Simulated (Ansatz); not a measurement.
Wavefunction ladder for C2H9InO (`[CH3][InH-]([CH3])[OH2+]`)

Z-matrix (Å, degrees):
```
C
In 1 2.171
H 1 1.093 2 110.2
H 1 1.093 2 111.5 3 -119.3
H 1 1.093 2 111.3 3 118.8
C 2 2.171 1 118.5 3 89.7
O 2 2.469 1 91.5 3 -177.9
H 2 1.734 1 120.0 3 -76.5
H 6 1.093 2 111.5 1 30.0
H 6 1.093 2 110.2 1 -89.3
H 6 1.093 2 111.3 1 151.8
H 7 0.962 2 109.6 1 -117.6
H 7 0.962 2 109.6 1 -1.3
```

Total charge 0; spin multiplicity 1. Correlated methods include outer-core shells of In, which these sets cover unevenly. In takes the def2 core potential. All single points use the PBE0-D4/def2-TZVP geometry. It is one conformer, not always the lowest. Frozen core, restricted reference, the Gaussian-basis code of Ansatz.

| basis | HF (Eh) | MP2 corr. |
| --- | --- | --- |
| def2-SVP | -344.90444 | -0.59977 |
| def2-TZVPP | -345.09746 | -0.93059 |
| def2-QZVPP | -345.10660 | -1.16277 |

Question: Estimate the CCSD correlation energy and the (T) correction in each basis where they were run (hartree).

Answer: 
```tsv
basis	CCSD corr.	(T)
def2-SVP	-0.65397	-0.01631
def2-TZVPP	-0.96397	-0.03193
```
